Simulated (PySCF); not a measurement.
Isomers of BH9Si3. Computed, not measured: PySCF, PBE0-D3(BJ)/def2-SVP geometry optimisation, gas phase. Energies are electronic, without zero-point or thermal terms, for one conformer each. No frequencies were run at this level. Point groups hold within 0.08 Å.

**Question.** Order them by energy at this level, lowest first, and give relative energies in kcal/mol.
A. B(SiH3)3, `[SiH3]B([SiH3])[SiH3]`
B. `[BH2:1][SiH2:2][SiH2:3][SiH3:4]` with H–B1–Si2–Si3 84° and -90°, B1–Si2–Si3–Si4 -62°

**Answer.** B (0.0), A (7.3).

```csv
SMILES,E (Eh),E rel (kcal/mol),dipole (D),point group,"A, B, C (MHz)"
B[SiH2][SiH2][SiH3],-897.99050,0.0,0.16,C1,"4602, 1636, 1384"
[SiH3]B([SiH3])[SiH3],-897.97879,7.3,0.04,–,"2386, 2378, 1243"
```

**Question.** How do the relative energies change in single points at PBE0/pcSseg-1 (no added dispersion term) on the same geometries?

**Answer.** 
```
               SMILES  PBE0-D3(BJ)/def2-SVP (kcal/mol)  PBE0/pcSseg-1 (kcal/mol)  shift
  B[SiH2][SiH2][SiH3]                              0.0                       0.0    0.0
[SiH3]B([SiH3])[SiH3]                              7.3                       7.7   +0.4
```

Each column counts from its own lowest isomer. The order is unchanged; the largest shift is 0.4 kcal/mol.

**Question.** As an exercise, what shares would exp(−E/RT) give at 2000 K from these electronic energies alone (no entropy, no degeneracies)?

**Answer.** RT = 3.974 kcal/mol: B[SiH2][SiH2][SiH3] 86.4 %, [SiH3]B([SiH3])[SiH3] 13.6 %.
